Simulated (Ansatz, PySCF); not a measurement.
Potential energy curve for SMILES [GeH4] (H₄Ge). The Ge1–H5 bond (Ge1 also carries H, H, H; H5 carries nothing else) is varied alone, starting from the PBE0/def2-TZVP optimised geometry. Each curve is given relative to its own lowest point near equilibrium.

| R / Å | A | B | C | D |
|---|---|---|---|---|
| 1.24 | 1.338 | 1.234 | 1.238 | 1.167 |
| 1.29 | 0.876 | 0.791 | 0.800 | 0.740 |
| 1.38 | 0.337 | 0.283 | 0.294 | 0.256 |
| 1.45 | 0.113 | 0.082 | 0.089 | 0.069 |
| 1.48 | 0.057 | 0.035 | 0.040 | 0.027 |
| 1.53 | 0.007 | 0.000 | 0.000 | 0.000 |
| 1.57 | 0.000 | 0.004 | 0.000 | 0.010 |
| 1.61 | 0.017 | 0.032 | 0.024 | 0.044 |
| 1.68 | 0.094 | 0.128 | 0.110 | 0.148 |
| 1.80 | 0.324 | 0.387 | 0.354 | 0.421 |
| 1.90 | 0.571 | 0.661 | 0.613 | 0.703 |
| 2.09 | 1.096 | 1.242 | 1.166 | 1.296 |
| 2.29 | 1.639 | 1.862 | 1.755 | 1.923 |
| 2.52 | 2.182 | 2.524 | 2.380 | 2.581 |
| 2.78 | 2.655 | 3.097 | 2.989 | 3.053 |
| 3.08 | 3.014 | 3.459 | 3.552 | 3.361 |
| 3.39 | 3.223 | 3.644 | 3.996 | 3.541 |
| 3.75 | 3.338 | 3.742 | 4.370 | 3.649 |
| 4.14 | 3.388 | 3.785 | 4.646 | 3.702 |
| 4.65 | 3.409 | 3.807 | 4.871 | 3.729 |
| 5.39 | 3.415 | 3.816 | 5.033 | 3.740 |

Energies in eV.

Q: Match the curves with the methods CASSCF(2,2)/cc-pVDZ in PySCF; Ansatz (a first-principles code) with restricted PBE/cc-pVDZ; unrestricted B3LYP/6-31G*, spherical d in PySCF; unrestricted r2SCAN/cc-pVDZ in PySCF.

A: A is CASSCF(2,2); B is UKS-B3LYP/6-31G*; C is RKS-PBE; D is UKS-r2SCAN.

The unrestricted determinant behind UKS-r2SCAN is spin-contaminated at 2.52 to 5.39 Å (<S²> up to 1.0, against 0.00 for a pure singlet). The restricted form behind RKS-PBE keeps the bonding electrons paired and can't separate into open-shell fragments. The unrestricted determinant behind UKS-B3LYP/6-31G* is spin-contaminated at 2.78 to 5.39 Å (<S²> up to 1.0, against 0.00 for a pure singlet).
